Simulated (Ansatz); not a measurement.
Cost and result for the atomization energy of `[OH][GaH][BH][SiH3]` (10 atoms, 9 bonds).

```xyz
10

O    -2.311   -1.080    0.854
Ga   -1.495   -0.421   -0.605
B     0.574   -0.516   -0.570
Si    1.732    0.840    0.345
H    -3.268   -1.016    0.819
H    -2.458    0.175   -1.699
H     1.126   -1.453   -1.075
H     1.939    0.263    1.709
H     1.093    2.175    0.510
H     3.067    1.033   -0.288
```

Total charge 0; spin multiplicity 1. Correlated methods include outer-core shells of Ga, which these sets cover unevenly. Scalar relativity is left out up to krypton. Geometry: relaxed with PBE0-D4/def2-TZVP. It is one conformer, not always the lowest. Program: Ansatz. All runs use 4 threads of an Arm Neoverse V2 on a shared host. Times are those of one run each, without the atoms' runs, and a repeat can differ threefold. Electronic energies, without spin–orbit coupling; frozen cores. CCSD(T)/CBS adds CCSD(T) − MP2 in def2-TZVPP to the MP2 limit, and its time is that of the two runs behind it. T1 = 0.015. With those shells the extrapolation isn't a true limit. B3LYP takes the VWN-RPA correlation (the form of Gaussian; ORCA's B3LYP/G). HSE06 is the plane-wave form, built on full-range PBE exchange.

CCSD(T)/CBS is a level of theory with its own doubt, some kJ/mol a heavy atom from the limit and from the frozen cores, so smaller differences don't rank the functionals.

```tsv
level	functions	wall time	atomization (kJ/mol)	difference from CCSD(T)/CBS	per bond
BLYP-D4/def2-TZVPP	236	1.9 s	2932.1	-41.2	-4.6
HSE06-D4/def2-TZVPP	236	3 s	2935.6	-37.7	-4.2
B3LYP-D4/def2-TZVPP (with forces)	236	4.1 s	2953.1	-20.2	-2.2
r2SCAN-D4/def2-TZVPP (with forces)	236	4.4 s	2981.6	8.3	0.9
PBE-QIDH/def2-TZVPP	236	4.9 s	2936.5	-36.8	-4.1
B2PLYP/def2-TZVPP	236	5 s	2925.8	-47.5	-5.3
CCSD(T)/def2-SVP	108	5 s	2784.4	-188.9	-21.0
ωB97X-V/def2-TZVPP	236	7.5 s	2986.7	13.4	1.5
B97M-V/def2-TZVPP	236	9 s	2988.6	15.3	1.7
ωB97M-V/def2-TZVPP (with forces)	236	11 s	2961.1	-12.2	-1.4
MP2/def2-QZVPP	453	19 s	2963.7	-9.6	-1.1
CCSD(T)/def2-TZVPP	236	120 s	2906.2	-67.1	-7.5
CCSD(T)/CBS(def2)	–	2.3 min	2973.3	0.0	0.0
```

From BLYP to BHLYP (50 % exact exchange), in def2-TZVPP and without D4, the atomization energy moves by −20.8 kJ/mol: exact exchange takes away binding that semilocal exchange gives to molecules. At CCSD(T), def2-SVP lies −188.9 kJ/mol from the extrapolated value and def2-TZVPP −67.1 kJ/mol: correlation converges slowly with the basis, and small sets miss more of it in the bonded molecule than in its fragments. In def2-TZVPP, CCSD(T) changes the Hartree–Fock value by +712.8 kJ/mol (the triples alone add +34.8 kJ/mol) and MP2 by +730.5 kJ/mol; breaking electron pairs costs correlation energy, which Hartree–Fock lacks.
